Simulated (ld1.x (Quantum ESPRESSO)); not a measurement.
# Tl (Z = 81): one change to a TM potential, before and after

```
Element                 : thallium (Tl)
Generator               : ld1.x (Quantum ESPRESSO) 7.5
Type                    : norm-conserving Troullier–Martins (Kleinman–Bylander form)
Functional              : revPBE
Relativity              : scalar-relativistic
Frozen core             : [Xe] 4f14
Valence charge          : 13
Reference configuration : 5d10 6s2 6p1
Partial waves           : 6p (bound): rc 2.05 bohr; 5d (bound): rc 2.05 bohr; 6s (bound): rc 1.80 bohr
Local potential         : the s channel
Core correction         : a·sin(br)/r model core, default radius (core density twice the valence density)
```

All-electron outer shells of the reference configuration (revPBE, scalar-relativistic, ld1.x):

```
shell  level (eV)  outermost node (bohr)  outermost maximum (bohr)
   4f     -113.97                      –                      0.36
   5p      -76.06                   0.50                      0.91
   5d      -15.46                   0.53                      1.11
   6s       -9.48                   1.05                      2.08
   6p       -2.29                   1.23                      2.91
```

Change: core [Xe] 4f14 5d10, valence charge 3; reference 6s2 6p0; waves now 6s (bound): rc 1.70 bohr; 6p (bound): rc 2.15 bohr; local potential the p channel; core correction none.

Cutoffs: the cutoffs (Ry, on a coarse ladder) from which the occupation-weighted sum of valence levels, in a spherical-Bessel basis at the reference potential, stays within 10 and 1 mRy of its value at 400 Ry; they do not see the model core or the augmentation charge, which bear on the density cutoff. Errors are all-electron minus pseudo energies relative to the spin-unpolarised reference configuration.

**Question.** What does the change do?

**Answer.** The potential gets softer (50 Ry and 80 Ry → 30 Ry and 80 Ry); a bound ghost appears in s, which as a rule spoils a file. The shells moved into the core no longer need plane waves of their own. Several settings change at once here, so the effects cannot be laid on one of them.

| quantity | base | changed |
| --- | --- | --- |
| cutoff, loose | 50 Ry | 30 Ry |
| cutoff, tight | 80 Ry | 80 Ry |
| bound ghosts | none | s |
| largest error over its own tests, meV | -82 | +570 |

 A true bound ghost makes a file unfit for plane-wave use even where its test errors are small: the radial tests pick states by their node count and pass the ghost by.
